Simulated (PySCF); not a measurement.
C4H8Se.
Atom-mapped SMILES: `[CH3:1]/[CH:2]=[CH:3]\[Se:4][CH3:5]` (hydrogens: H6, H7, H8 on C1; H9 on C2; H10 on C3; H11, H12, H13 on C5)

All values: CAM-B3LYP/def2-SVPD (PySCF, non-relativistic), on one gas-phase PBE0-D3(BJ)/def2-SVP geometry that isn't relaxed in the solvent. The solvent is an IEF-PCM continuum (cavity from Bondi-type radii × 1.2). Specific hydrogen bonds and non-electrostatic terms are outside this model. Spin–orbit coupling is left out although an atom past zinc is present.

Gas phase at CAM-B3LYP/def2-SVPD: HOMO -7.01 eV, LUMO 0.95 eV, dipole 1.08 D.

Task: What does the continuum do to the energy, the frontier levels and the dipole at CAM-B3LYP/def2-SVPD in cyclohexane and water?

Result: 
```json
{"solvent": "cyclohexane", "ε": "2.017", "E(solvent) − E(gas) (kcal/mol)": "-1.26", "polarisation term (kcal/mol)": "-1.33", "distortion of the solute (kcal/mol)": "0.07", "HOMO (eV)": "-7.02", "LUMO (eV)": "1.02", "dipole (D)": "1.25"}
{"solvent": "water", "ε": "78.36", "E(solvent) − E(gas) (kcal/mol)": "-3.39", "polarisation term (kcal/mol)": "-3.95", "distortion of the solute (kcal/mol)": "0.56", "HOMO (eV)": "-7.11", "LUMO (eV)": "1.06", "dipole (D)": "1.59"}
```

The first energy column is the sum of the next two and covers electrostatics alone. From cyclohexane to water the lowering changes by a factor 2.70, Onsager's factor (ε − 1)/(2ε + 1) by 2.43 and ε itself by 38.9.

Task: Which radius a makes the point-dipole formula ΔE = −[(ε − 1)/(2ε + 1)]·μ²/a³ give the value in water, with the gas-phase dipole?

Result: μ = 0.426 au and |ΔE| = 0.00541 Eh give a = 1.35 Å; the farthest nucleus lies 3.60 Å from the centroid of the nuclei, so such a sphere wouldn't even hold the nuclei. The formula assumes a rigid point dipole at the centre of a sphere.

Task: How does the static polarisability (CAM-B3LYP/def2-SVPD, frozen core, with the continuum's full static response) change?

Result: 
```
     medium  isotropic (au)  principal values (au)  ⟨r²⟩ of the electrons (bohr²)
        gas            81.2      59.5, 72.2, 112.0                          817.7
cyclohexane            92.2      67.3, 82.2, 126.9                          817.1
      water           114.0     87.7, 103.3, 151.1                          816.1
```

The isotropic value in water is 1.40 times the gas-phase one; no cavity-field correction is applied. ⟨r²⟩ is taken about the centre of nuclear charge.

Conformer computed: `[CH3:1]/[CH:2]=[CH:3]\[Se:4][CH3:5]`: C2–C3–Se4–C5 180°.
